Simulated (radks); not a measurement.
Results of a calculation; reference values are marked as such.
K I, configuration [Ar] 4s1.

Code: a radial shooting solver on a logarithmic mesh with Libxc functionals. Model: non-relativistic Kohn-Sham, LDA (Slater exchange, VWN5 correlation), spin-unpolarised, spherical densities, point nucleus; hard spherical wall at 2.5 bohr.

Energy parts (eV):
part                      energy
total                 -16170.410
kinetic                16604.182
electron-nucleus      -39355.243
Hartree                 7475.320
exchange-correlation    -894.670

Orbitals (lengths in bohr, moments of r in powers of bohr; <r^-3> diverges for s and p1/2):
orbital  occ.  eigenvalue (eV)      <r>  <r^-3>      <r^4>
1s          2        -3460.351  0.08176       -  0.0002068
2s          2        -319.6641   0.3931       -    0.06014
2p          6        -249.6379   0.3542   150.2    0.05133
3s          2         -13.2589    1.206       -      3.668
3p          6           4.0654    1.247   16.95      4.179
3d          0          31.3730    1.285   1.466      4.675
4s          1          76.4935    1.480       -      8.966
4p          0          88.2511    1.434   24.97      8.604
5s          0         220.1949    1.418       -      8.936

The highest occupied level is 4s at 76.493 eV. The configuration is held as typed, so some empty levels lie below it. The pressure on the wall is 2550 GPa. The electron density at the nucleus is 4538 e/bohr^3. The density falls to 0.001 e/bohr^3 at r = 2.43 bohr.
